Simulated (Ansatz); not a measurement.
cis-Sn(PH3)2Cl4 (SnP2H6Cl4), relaxed as a singlet with RKS r2SCAN-D4/def2-SVP in Ansatz, starting from the GFN1-xTB geometry. Force threshold 0.02 eV/Å.

In the def2 sets Sn takes a core potential; there is no spin–orbit coupling.

Start:

```xyz
13

Cl    2.417   -1.892    1.314
Cl    0.424    0.454    3.272
Cl   -1.268   -1.863    0.967
Cl    1.910    1.529    0.058
P    -0.939    1.649    0.294
P     0.263   -1.307   -1.387
Sn    0.661   -0.337    1.061
H    -0.790    2.059   -1.006
H    -0.579    2.821    0.901
H    -2.315    1.828    0.375
H     0.941   -1.127   -2.587
H    -1.005   -1.138   -1.880
H     0.279   -2.675   -1.384
```

Q: Estimate the energy that the relaxation releases and the steps that it takes.

A: 0.50 eV, in 19 steps; 66 s on 4 threads of Arm Neoverse V2 on a shared host. The force fell under the threshold at step 7, but the optimiser went on and released 0.013 eV more. No frequencies were taken in this run, so the end may be a saddle point.

Q: Does the start keep its bonding and symmetry?

A: By distances, no bond broke or formed. The bond that changes most is P5–Sn7, from 2.66 to 2.82 Å (atoms count from 1). Point group C2 at the start, C2 at the end, both within 0.05 Å.

Q: Predict the relaxed structure.

A: 
```xyz
13

Cl    2.1443   -2.1455    1.3159
Cl    0.6359    0.7297    3.1613
Cl   -1.4384   -1.5350    1.2225
Cl    2.1215    1.1883   -0.1250
P    -1.1489    1.7578    0.4281
P     0.4457   -1.3996   -1.5607
Sn    0.6437   -0.3273    1.0355
H    -1.7127    1.9760   -0.8597
H    -0.6375    3.0579    0.6664
H    -2.3371    1.8109    1.2000
H     1.6468   -1.4590   -2.3120
H    -0.4201   -0.8926   -2.5693
H     0.0567   -2.7618   -1.6029
```
Bond lengths: 4 × Cl–Sn 2.37 to 2.41 Å; 2 × P–Sn 2.82 Å; 6 × H–P 1.42 Å.
